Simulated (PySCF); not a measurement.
C5H9NSi2 (charge +1 and doublet state).
Numbering: `[N:1]#[C:2][C+:3]=[C:4][SiH2:5][CH2:6][CH2:7][SiH3:8]` (hydrogens: H9, H10 on Si5; H11, H12 on C6; H13, H14 on C7; H15, H16, H17 on Si8)

Geometry (GFN2-xTB, Å), atoms numbered from 1 in this order:
```
atom  x, y, z in Å
N1     4.3306    3.0507   -0.6595
C2     3.7162    2.1191   -0.3927
C3     2.9672    1.0208   -0.0814
C4     2.2862    0.0533    0.1960
Si5    1.3464   -1.4679    0.6276
C6    -0.5474   -1.0167    0.0321
C7    -1.0622    0.1047    0.8043
Si8   -2.9653    0.5088    0.2165
H9     1.2514   -1.6636    2.0703
H10    1.6789   -2.5982   -0.2330
H11   -1.0826   -1.9465    0.1997
H12   -0.4515   -0.8143   -1.0303
H13   -0.5304    1.0364    0.6364
H14   -1.1549   -0.0967    1.8671
H15   -3.6634   -0.7623    0.3852
H16   -2.8105    0.9310   -1.1717
H17   -3.3157    1.5533    1.1729
```

The hyperfine couplings belong to this conformer and change with its torsions.

Computed, not measured: PySCF, UKS B3LYP, pcH-1 on C H N Si, non-relativistic, mean-field spin-orbit, GIAO. One conformer (not necessarily the lowest) at the GFN2-xTB geometry, without solvent, vibrations or thermal averaging. Couplings are sensitive to structure, and on GFN2-xTB geometries they can be far from those on DFT ones, by a factor of two or more for some ions and for spin on atoms past the first row. The SCF solution wasn't tested for stability.

Question: Match the computed a_iso(13C) values +6.9, -5.8, +4.3, +1.6 MHz with the sites C2; C3; C6; C7.

Answer: 
| site | a_iso (MHz) | ρ(0) (bohr⁻³) | position | distance from C7 (Å) | spin population | largest \|T\| (MHz) |
| --- | --- | --- | --- | --- | --- | --- |
| C2 | -5.8 | -0.0052 | 4 bonds from C6 | 5.32 | -0.02 | 2.3 |
| C3 | +6.9 | +0.0061 | 3 bonds from C6 | 4.23 | +0.07 | 11.1 |
| C6 | +1.6 | +0.0014 | a main spin site | 1.46 | +0.25 | 53.4 |
| C7 | +4.3 | +0.0038 | largest spin population | 0.00 | +0.26 | 53.5 |

Question: The isotropic 29Si couplings are -39.1, -26.0 MHz. Assign them to Si5; Si8.

Answer: 
| site | a_iso (MHz) | ρ(0) (bohr⁻³) | position | distance from C7 (Å) | spin population | largest \|T\| (MHz) |
| --- | --- | --- | --- | --- | --- | --- |
| Si5 | -39.1 | +0.0440 | 1 bond from C6 | 2.88 | +0.13 | 50.7 |
| Si8 | -26.0 | +0.0292 | 1 bond from C7 | 2.03 | +0.15 | 55.3 |

Question: The isotropic 1H couplings, averaged over equivalent nuclei, are +43.6, +33.1, +30.1, +25.9 MHz. Assign them to H9/H10; H11/H12; H13/H14; H15/H16/H17.

Answer: 
```
       site  a_iso (MHz)  ρ(0) (bohr⁻³)                                          position  distance from C7 (Å)  bound to  spin population there  largest |T| (MHz)
     H9/H10        +43.6        +0.0098  2 bonds from C6, on Si5 of spin population +0.13                  3.58       Si5                  +0.13                4.1
    H11/H12        +33.1        +0.0074                                    1 bond from C6                  2.14        C6                  +0.25               16.0
    H13/H14        +30.1        +0.0067                                    1 bond from C7                  1.09        C7                  +0.26               15.6
H15/H16/H17        +25.9        +0.0058  2 bonds from C7, on Si8 of spin population +0.15                  2.75       Si8                  +0.15                4.5
```

ρ(0) is the spin density at the nucleus and T the dipolar tensor; a_iso includes a spin–orbit part; entries for several nuclei are means. The largest Mulliken spin populations are on C7 (+0.26), C6 (+0.25), Si8 (+0.15) and Si5 (+0.13). Main spin sites, with 60 % or more of the largest population: C6, C7; positions count bonds from the nearest.

The spin density at the nucleus, in bohr⁻³, is negative for C2 (-0.0052), for instance. A restricted open-shell determinant has no negative spin density anywhere; here it arises because α and β orbitals differ (spin polarisation).

Class means assume fast exchange of nuclei equivalent by connectivity; if that motion is slow, each nucleus keeps its own coupling. The three 1H nuclei of mean +25.9 MHz run from 3.8 to 63.4 MHz in the frozen geometry. The 1H value of +43.6 MHz is a mean of couplings from 19.0 to 68.2 MHz in this one geometry, not an average over conformers. The 1H value of +33.1 MHz is a mean of couplings from 27.1 to 39.0 MHz in this one geometry, not an average over conformers.

The SMILES `N#C[C+]=[C][SiH2]CC[SiH3]` draws the unpaired electron on C4, whose computed spin population is only 0.00.

The run took 1.8 min of wall time (with the writing of density and orbital grids) on one thread of an Arm Neoverse V2, shared host, and the process peaked at 1.1 GiB of memory.
